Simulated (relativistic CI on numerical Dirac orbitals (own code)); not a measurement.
## Sensitivity of the levels of V3+ to α and to the nuclear radius

Computed by Dirac-Coulomb-Breit CI, orbitals from a KLI potential per configuration, valence Slater integrals scaled by 0.85, P86 correlation energy added to each configuration, derivatives by finite differences, QED left out (own radial code, finite nucleus).

Configurations in the expansion (outside the closed core [Ne] 3s2): 3p⁶3d², 3p⁶3d4s, 3p⁶3d4p, 3p⁵3d³, 3p⁶3d4d, 3p⁶4s², 3p⁶3d4f, 3p⁶4s4p. Levels of other configurations are missing.

With x = (α/α₀)² − 1 an excitation energy changes as ω = ω₀ + qx; K = 2q/ω₀ is the relative enhancement. Terms are leading LS components, so labels can repeat. The field-shift factor is F = δν/δ⟨r²⟩ for the transition from the lowest level.

Lowest level 3p⁶3d² ³F2.

| Level | ω₀ (cm⁻¹) | q (cm⁻¹) | K | F (GHz/fm²) |
| --- | --- | --- | --- | --- |
| 3p⁶3d² ³F3 | 298.0 | 299.2 | 2.01 | 0.00196 |
| 3p⁶3d² ³F4 | 675.7 | 667.1 | 1.97 | 0.0044 |
| 3p⁶3d² ¹D2 | 11898.6 | 300.1 | 0.0504 | 0.0234 |
| 3p⁶3d² ³P0 | 14065.8 | 161.7 | 0.023 | 0.0246 |
| 3p⁶3d² ³P1 | 14170.3 | 270.9 | 0.0382 | 0.0253 |
| 3p⁶3d² ³P2 | 14368.0 | 495.2 | 0.0689 | 0.0269 |
| 3p⁶3d² ¹G4 | 18308.1 | 297.4 | 0.0325 | 0.0331 |
| 3p⁶3d² ¹S0 | 43906.4 | 219.5 | 0.01 | 0.0874 |
| 3p⁶3d4s ³D1 | 99659.9 | -3279 | -0.0658 | 1.58 |
| 3p⁶3d4s ³D2 | 99866.1 | -3094 | -0.062 | 1.58 |
| 3p⁶3d4s ³D3 | 100225.0 | -2724 | -0.0544 | 1.58 |
| 3p⁶3d4s ¹D2 | 104048.2 | -2790 | -0.0536 | 1.52 |
| 3p⁶3d4p ¹D°2 | 147382.2 | -1961 | -0.0266 | 0.663 |
| 3p⁶3d4p ³D°1 | 148836.6 | -2204 | -0.0296 | 0.661 |
| 3p⁶3d4p ³D°2 | 149131.7 | -1915 | -0.0257 | 0.662 |
| 3p⁶3d4p ³D°3 | 149530.0 | -1574 | -0.021 | 0.664 |
| 3p⁶3d4p ³F°2 | 149792.9 | -2225 | -0.0297 | 0.664 |
| 3p⁶3d4p ³F°3 | 150271.8 | -1796 | -0.0239 | 0.666 |
| 3p⁶3d4p ³F°4 | 150935.8 | -1205 | -0.016 | 0.668 |
| 3p⁶3d4p ³P°1 | 153976.9 | -1806 | -0.0235 | 0.666 |
| 3p⁶3d4p ³P°0 | 153991.8 | -1750 | -0.0227 | 0.665 |
| 3p⁶3d4p ³P°2 | 154109.8 | -1614 | -0.021 | 0.668 |
| 3p⁶3d4p ¹F°3 | 156586.4 | -1626 | -0.0208 | 0.665 |

Correlation outside the listed configurations is missing or only estimated: errors of thousands of cm⁻¹ between configurations and terms are usual at this charge. Rates and lifetimes follow the computed energies and can be off by large factors. The fine structure of a lone outer electron comes out too small, for d and f at times inverted, and misplaced configurations move strength between like terms.
